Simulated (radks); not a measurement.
Task: The technetium ion Tc+, [Kr] 4d5 5s1. Method: non-relativistic Kohn-Sham, PBE, spin-polarised, spherical densities, point nucleus; computed with a radial shooting solver on a logarithmic mesh with Libxc functionals. Every spin shell is full or empty, so the densities are truly spherical. Functionals are evaluated on that one density, not self-consistently. Rank these exchange functionals by their error against the exact value of the orbitals, and give that value: LDA, PBEsol, RPBE, PW86, WC, SOGGA, EV93, APBE, revTPSS, SCAN, r2SCAN, MS2, TASK.

Result: Exact: -124.213 hartree. From best to worst, with 100 (|E| - |E exact|)/|E exact| (equal figures are ties): r2SCAN -0.06, PW86 -0.09, EV93 -0.18, RPBE -0.20, SCAN +0.22, APBE +0.36, MS2 -0.51, revTPSS -0.87, WC -0.90, TASK -2.30, PBEsol -2.38, SOGGA -2.40, LDA -5.16.
